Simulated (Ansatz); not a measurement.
`[SiH3][GeH]1[CH2][S]1` + H₂ → `[CH2]1[S][GeH2]1` + SiH₄  (hydrogenolysis of a Ge–Si bond)

Isolated molecules relaxed with PBE0-D4/def2-TZVP in Ansatz; ΔE leaves out vibrations. CCSD(T)/CBS is the MP2 limit (def2-TZVPP, def2-QZVPP) plus CCSD(T) − MP2 in def2-TZVPP, frozen cores. This one scheme is used for every species. DFT in def2-TZVPP. For Ge outer-core shells are correlated without core-valence functions, which leaves a few kJ/mol of doubt a bond. Scalar relativity is left out up to krypton.

| level | ΔE (kcal/mol) |
| --- | --- |
| PBE-D4 | 4.6 |
| PBE0-D4 | 3.2 |
| B2PLYP | 0.4 |
| r2SCAN | 2.7 |
| HF/def2-TZVPP | -5.8 |
| MP2/def2-TZVPP | 2.7 |
| MP2/def2-QZVPP | 3.2 |
| HF/CBS(def2) | -6.0 |

**Question.** What does CCSD(T)/CBS give? (Estimate.)

**Answer.** Computed: +2.4 kcal/mol. The listed levels differ from it by 2.2, 0.8, -2.0, 0.3, -8.2, 0.3, 0.8, -8.4 kcal/mol.

Largest T1 diagnostic among the species: 0.013.

The D4 term adds +2.6 kcal/mol with B3LYP and +1.5 kcal/mol with PBE0; it sums over pairs of atoms, weighted by their polarisabilities, and B3LYP, whose exchange is more repulsive, gets the larger term. In def2-TZVPP, CCSD(T) changes the Hartree–Fock value by +7.1 kcal/mol (the triples alone add +1.4 kcal/mol) and MP2 by +8.4 kcal/mol.

B3LYP here is the variant with VWN-RPA as its local correlation; programs differ in this.
